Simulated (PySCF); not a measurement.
## What settings do to a single point of Au(SH)(H2O)

The sound run of Au(SH)(H2O) (singlet) uses PySCF 2.14.0, RKS TPSS, Au def2-SVP with ECP60, S def2-SVP, H def2-SVP, O def2-SVP; non-relativistic Hamiltonian with scalar-relativistic core potentials where named; density fitting; no spin-orbit coupling, grid (50, 194), threshold 1e-8 Eh and 55 cycles, at the relaxed geometry:

```xyz
6

Au    0.0000    0.1408   -0.1009
S     0.0000   -0.0816    2.1540
H     0.0000    1.2514    2.4275
O     0.0000    0.2969   -2.3135
H     0.7769   -0.1696   -2.6780
H    -0.7769   -0.1696   -2.6780
```

There Au1 has a Mulliken charge of -0.10 e and the dipole about the centre of mass is 6.11 D. Each run below changes one thing and starts from free metal ions and neutral atoms unless it says otherwise; with 55 cycles, smearing, a level shift and second-order steps follow where DIIS fails, and their cycles count. Energy shifts count from the sound run.

```
          change        outcome  cycles  energy shift (eV)  largest force component (eV/Å)  charge on Au1 (e)  dipole about the centre of mass (D)
threshold 0.0001      converged       8             0.0002                            0.02              -0.10                                 6.15
   cycle limit 8  not converged       8                  –                               –                  –                                    –
```

(1) One further run converged with energy shift (eV) 0.0420, largest force component (eV/Å) 0.06, charge on Au1 (e) -0.10, dipole about the centre of mass (D) 6.11. Which change was it?
A. grid (40, 110)
B. all coordinates × 1.12
C. start from the bare core Hamiltonian, limit 88 cycles

(2) And the other changes listed?

Forces carry noise of the integration grid, about 0.01 to 0.03 eV/Å.

No frequency check is given that shows the relaxed geometry to be a minimum.

Answers

(1) A.

(2) 
```
                                               change    outcome  cycles  energy shift (eV)  largest force component (eV/Å)  charge on Au1 (e)  dipole about the centre of mass (D)
                               all coordinates × 1.12  converged      12               1.27                            3.20              -0.04                                 6.11
start from the bare core Hamiltonian, limit 88 cycles  converged      17             0.0000                            0.00              -0.10                                 6.11
```
